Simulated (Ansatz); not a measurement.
Consider the hydrogenolysis of a C–B bond: `B/C=C/C` + H₂ → `C=CC` + BH₃.

Calculated with Ansatz (gas phase, PBE0-D4/def2-TZVP geometries, no zero-point term in ΔE). CCSD(T)/CBS adds triple-zeta CCSD(T) − MP2 to the extrapolated MP2 energy (def2 sets, frozen cores). This one scheme is used for every species. DFT in def2-TZVPP. HSE06 is defined as in plane-wave codes.

Question: Is it downhill or uphill in electronic energy at CCSD(T)/CBS, and by how much? (Estimate.)

Answer: Computed: Uphill: ΔE = +0.20 eV.

Question: What do these levels give: PBE0-D4, HSE06-D4, ωB97X-V, BLYP, r2SCAN, HSE06, BHLYP, CAM-B3LYP, RPA@PBE/def2-TZVPP, SCS-MP2/def2-QZVPP, HF/CBS(def2), CCSD/CBS(def2)? (Best estimate.)

Answer: The calculation gave: PBE0-D4 0.26, HSE06-D4 0.27, ωB97X-V 0.18, BLYP 0.21, r2SCAN 0.30, HSE06 0.24, BHLYP 0.11, CAM-B3LYP 0.15, RPA@PBE/def2-TZVPP 0.15, SCS-MP2/def2-QZVPP 0.17, HF/CBS(def2) -0.05, CCSD/CBS(def2) 0.14 eV.

Largest T1 diagnostic among the species: 0.011.

At CCSD(T), def2-SVP lies −0.05 eV from the extrapolated value and def2-TZVPP −0.02 eV. From BLYP to BHLYP (50 % exact exchange), in def2-TZVPP and without D4, ΔE moves by −0.10 eV.
